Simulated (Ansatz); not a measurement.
Two isomers of CH7FOSi2: A = `C[Si](O)(F)[SiH3]`, B = `OC(F)[SiH2][SiH3]`.

Computed with Ansatz on PBE0-D4/def2-TZVP structures; ΔE is electronic, products minus reactants. CCSD(T)/CBS adds triple-zeta CCSD(T) − MP2 to the extrapolated MP2 energy (def2 sets, frozen cores). DFT in def2-TZVPP. One conformer a species, not always the lowest.

Which is lower in electronic energy at CCSD(T)/CBS, and by how much? (Best estimate.)

Ansatz gave: A, by 414.7 kJ/mol.

Give E(B) − E(A) in kJ/mol with CCSD/def2-TZVPP, r2SCAN-D4, HF/def2-TZVPP, ωB97M-V, PBE-D4, B2PLYP, MP2/def2-TZVPP. (Estimate.)

The calculation gave: CCSD/def2-TZVPP 410.0, r2SCAN-D4 404.2, HF/def2-TZVPP 413.4, ωB97M-V 403.9, PBE-D4 379.2, B2PLYP 409.3, MP2/def2-TZVPP 425.6. None reverses the order clearly.

Largest T1 diagnostic: 0.013.

From PBE to PBE0 (25 % exact exchange), in def2-TZVPP and without D4, E(B) − E(A) moves by +13.5 kJ/mol.
